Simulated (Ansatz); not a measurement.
`CC[BH][AlH2]` + `C[NH][GaH][CH3]` → `CC[N](C)[GaH][CH3]` + `[BH2][AlH2]`  (substitution at a C–B bond)

Computed with Ansatz on PBE0-D4/def2-TZVP structures; ΔE is electronic, products minus reactants. CCSD(T)/CBS adds triple-zeta CCSD(T) − MP2 to the extrapolated MP2 energy (def2 sets, frozen cores). This one scheme is used for every species. DFT in def2-TZVPP. For Ga outer-core shells are correlated without core-valence functions, which leaves a few kJ/mol of doubt a bond. Scalar relativity is left out up to krypton. Each species was taken in one conformer, which may not be the lowest.

```json
{"level": "LDA (SPW92)", "ΔE (kJ/mol)": "64.6", "difference from CCSD(T)/CBS": "6.3"}
{"level": "revPBE-D4", "ΔE (kJ/mol)": "59.1", "difference from CCSD(T)/CBS": "0.8"}
{"level": "PBE0-D4", "ΔE (kJ/mol)": "64.7", "difference from CCSD(T)/CBS": "6.4"}
{"level": "PBE", "ΔE (kJ/mol)": "70.3", "difference from CCSD(T)/CBS": "12.0"}
{"level": "r2SCAN", "ΔE (kJ/mol)": "66.3", "difference from CCSD(T)/CBS": "8.0"}
{"level": "r2SCANh", "ΔE (kJ/mol)": "66.5", "difference from CCSD(T)/CBS": "8.2"}
{"level": "r2SCAN0", "ΔE (kJ/mol)": "66.7", "difference from CCSD(T)/CBS": "8.4"}
{"level": "HF/def2-SVP", "ΔE (kJ/mol)": "56.2", "difference from CCSD(T)/CBS": "-2.1"}
{"level": "CCSD(T)/def2-SVP", "ΔE (kJ/mol)": "48.7", "difference from CCSD(T)/CBS": "-9.6"}
{"level": "MP2/CBS(def2)", "ΔE (kJ/mol)": "58.8", "difference from CCSD(T)/CBS": "0.5"}
{"level": "CCSD(T)/CBS", "ΔE (kJ/mol)": "58.3", "difference from CCSD(T)/CBS": "0"}
```

Largest T1 diagnostic among the species: 0.013.

In def2-TZVPP, CCSD(T) changes the Hartree–Fock value by −6.2 kJ/mol (the triples alone add −1.5 kJ/mol) and MP2 by −5.8 kJ/mol. From BLYP to BHLYP (50 % exact exchange), in def2-TZVPP and without D4, ΔE moves by −4.0 kJ/mol.
